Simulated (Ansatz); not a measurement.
Cartesian coordinates (Å):
```xyz
7

O      0.2687     1.3241     0.2242
B      0.0000     0.0000     0.0000
O      1.0178    -0.8623    -0.3103
O     -1.2865    -0.4618     0.0860
H     -0.5199     1.8340     0.4334
H      1.8761    -0.4290    -0.3430
H     -1.3563    -1.4050    -0.0904
```
Charge 0, spin multiplicity 1.

Level of theory: frozen-core CCSD(T)/cc-pVTZ // B3LYP-D3(BJ)/def2-TZVP in Ansatz (a first-principles code).

| Quantity | Result |
|---|---|
| HF energy | -251.30102 Ha |
| MP2 correlation energy | -0.81782 Ha |

Question: Estimate the CCSD correlation energy, the (T) correction, the total energy and the T1 diagnostic.

Answer: 
The CCSD correlation energy comes out as -0.82660 Ha. The (T) correction is -0.02903 Ha and the CCSD(T) total energy is -252.15665 Ha. The T1 diagnostic is 0.011.
